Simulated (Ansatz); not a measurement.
Reaction (isomerisation): `[CH3][GeH]([NH2])[NH2]` → `N[CH2][GeH2][NH2]`

Calculated with Ansatz (gas phase, PBE0-D4/def2-TZVP geometries, no zero-point term in ΔE). CCSD(T)/CBS adds triple-zeta CCSD(T) − MP2 to the extrapolated MP2 energy (def2 sets, frozen cores). DFT in def2-TZVPP. B3LYP here is the variant with VWN-RPA as its local correlation; programs differ in this. For Ge outer-core shells are correlated without core-valence functions, which leaves a few kJ/mol of doubt a bond. Scalar relativity is left out up to krypton. Each species was taken in one conformer, which may not be the lowest.

```json
{"level": "PBE-D4", "ΔE (kJ/mol)": "103.9", "difference from CCSD(T)/CBS": "-9.6"}
{"level": "r2SCAN-D4", "ΔE (kJ/mol)": "112.7", "difference from CCSD(T)/CBS": "-0.8"}
{"level": "PBE0-D4", "ΔE (kJ/mol)": "106.8", "difference from CCSD(T)/CBS": "-6.7"}
{"level": "B3LYP-D4", "ΔE (kJ/mol)": "108.6", "difference from CCSD(T)/CBS": "-4.9"}
{"level": "ωB97X-V", "ΔE (kJ/mol)": "108.4", "difference from CCSD(T)/CBS": "-5.1"}
{"level": "ωB97M-V", "ΔE (kJ/mol)": "110.6", "difference from CCSD(T)/CBS": "-2.9"}
{"level": "B2PLYP", "ΔE (kJ/mol)": "112.5", "difference from CCSD(T)/CBS": "-1.0"}
{"level": "PBE", "ΔE (kJ/mol)": "102.9", "difference from CCSD(T)/CBS": "-10.6"}
{"level": "r2SCAN", "ΔE (kJ/mol)": "112.5", "difference from CCSD(T)/CBS": "-1.0"}
{"level": "PBE0", "ΔE (kJ/mol)": "105.9", "difference from CCSD(T)/CBS": "-7.6"}
{"level": "B3LYP", "ΔE (kJ/mol)": "107.0", "difference from CCSD(T)/CBS": "-6.5"}
{"level": "HF/def2-TZVPP", "ΔE (kJ/mol)": "112.6", "difference from CCSD(T)/CBS": "-0.9"}
{"level": "MP2/def2-TZVPP", "ΔE (kJ/mol)": "120.0", "difference from CCSD(T)/CBS": "6.5"}
{"level": "SCS-MP2/def2-TZVPP", "ΔE (kJ/mol)": "116.3", "difference from CCSD(T)/CBS": "2.8"}
{"level": "CCSD/def2-TZVPP", "ΔE (kJ/mol)": "113.8", "difference from CCSD(T)/CBS": "0.3"}
{"level": "CCSD(T)/def2-TZVPP", "ΔE (kJ/mol)": "114.1", "difference from CCSD(T)/CBS": "0.6"}
{"level": "HF/def2-QZVPP", "ΔE (kJ/mol)": "112.3", "difference from CCSD(T)/CBS": "-1.2"}
{"level": "MP2/def2-QZVPP", "ΔE (kJ/mol)": "119.5", "difference from CCSD(T)/CBS": "6.0"}
{"level": "SCS-MP2/def2-QZVPP", "ΔE (kJ/mol)": "116.0", "difference from CCSD(T)/CBS": "2.5"}
{"level": "HF/CBS(def2)", "ΔE (kJ/mol)": "112.3", "difference from CCSD(T)/CBS": "-1.2"}
{"level": "MP2/CBS(def2)", "ΔE (kJ/mol)": "119.4", "difference from CCSD(T)/CBS": "5.9"}
{"level": "CCSD/CBS(def2)", "ΔE (kJ/mol)": "113.2", "difference from CCSD(T)/CBS": "-0.3"}
{"level": "CCSD(T)/CBS", "ΔE (kJ/mol)": "113.5", "difference from CCSD(T)/CBS": "0"}
```

Largest T1 diagnostic among the species: 0.010.

From PBE to PBE0 (25 % exact exchange), in def2-TZVPP and without D4, ΔE moves by +3.0 kJ/mol.
